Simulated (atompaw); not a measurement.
# Before and after: PAW (atompaw) potential for ruthenium (Ru)

atompaw 4.2.0.5 input, output lines left out:

```
Ru 44
GGA-PBE scalarrelativistic loggrid 1500 logderivrange -2 5 176
5 5 4 0 0 0
5 0 1
5 1 0
4 2 7
0 0 0
c
c
c
c
v
c
c
c
v
c
v
2
2.90 2.25 2.65 1.50
y
1.5
n
y
3.35
n
y
4.4
n
bloechl sinc
3 -0.5 troulliermartins
```

Change: all radii scaled by about 1.21 (s 3.52, p 3.52, d 3.52 bohr); local potential troulliermartins scheme with l = 3 at -0.5 Ry, radius 3.22 bohr; augmentation sinc compensation charge, radius 2.74 bohr; PAW radius 3.52 bohr; waves and projectors: bloechl; core correction smooth core density matched at 1.82 bohr.

Cutoffs: the cutoffs (Ry, on a coarse ladder) from which the occupation-weighted sum of valence levels, in a spherical-Bessel basis at the reference potential, stays within 10 and 1 mRy of its value at 400 Ry; they do not see the model core or the augmentation charge, which bear on the density cutoff.

Task: What does the change do?

Result: The potential gets softer (25 Ry and 30 Ry → 18 Ry and 18 Ry); neither file shows a bound ghost. A larger radius leaves more room for a smooth pseudo-wave, so fewer plane waves are needed.

```csv
quantity,base,changed
"cutoff, loose",25 Ry,18 Ry
"cutoff, tight",30 Ry,18 Ry
loose cutoff by channel (10 mRy a level),"s 6 Ry, d 21 Ry","s 6 Ry, d 15 Ry"
bound ghosts,none,none
lowest overlap eigenvalue by channel,"s 0.35, p 0.51, d 0.60","s 0.41, p 0.59, d 0.64"
```

 The cutoffs see the waves, projectors and local potential, not the compensation charge or the core.
